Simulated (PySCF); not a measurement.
Energy of Ru⁺ (ruthenium, charge +1) between two integer charges

The 4d beta orbital of [Kr] 4d7 is emptied in steps (occupation f), with all orbitals relaxed, ending at [Kr] 4d6. Calculation: PySCF 2.14, in x2c-TZVPall (8s6p6d1f, 63 functions); scalar relativity by spin-free X2C-1e. The exact energy is a straight line in f; departures are measured from the line between the end points of the same method.

```
  f  UHF (eV)  LDA (eV)  PBE (eV)
  1     0.000     0.000     0.000
0.9     0.148    -0.490    -0.479
0.7     0.331    -1.155    -1.127
0.5     0.378    -1.386    -1.353
0.3     0.305    -1.173    -1.144
0.1     0.126    -0.506    -0.493
  0     0.000     0.000     0.000
```

| method | E(f=0) − E(f=1) (eV) | −ε at f=1 (eV) | −ε at f=0.5 (eV) |
| --- | --- | --- | --- |
| UHF | 14.905 | 16.590 | 14.827 |
| LDA | 17.328 | 11.908 | 17.273 |
| PBE | 17.067 | 11.772 | 17.016 |

Orbital energy along the path (eV):

| f | UHF | LDA | PBE |
| --- | --- | --- | --- |
| 1 | -16.590 | -11.908 | -11.772 |
| 0.9 | -16.189 | -12.946 | -12.788 |
| 0.7 | -15.464 | -15.077 | -14.870 |
| 0.5 | -14.827 | -17.273 | -17.016 |
| 0.3 | -14.264 | -19.521 | -19.208 |
| 0.1 | -13.764 | -21.812 | -21.439 |
| 0 | -13.534 | -22.970 | -22.564 |

Reference removal energy between the ground levels: 16.76 ± 0.06 eV (semi-empirical (NIST evaluation); NIST Atomic Spectra Database, ionization energies). The calculation has no spin-orbit coupling. The determinant left behind need not be the lowest term of the ion. UHF lacks correlation.
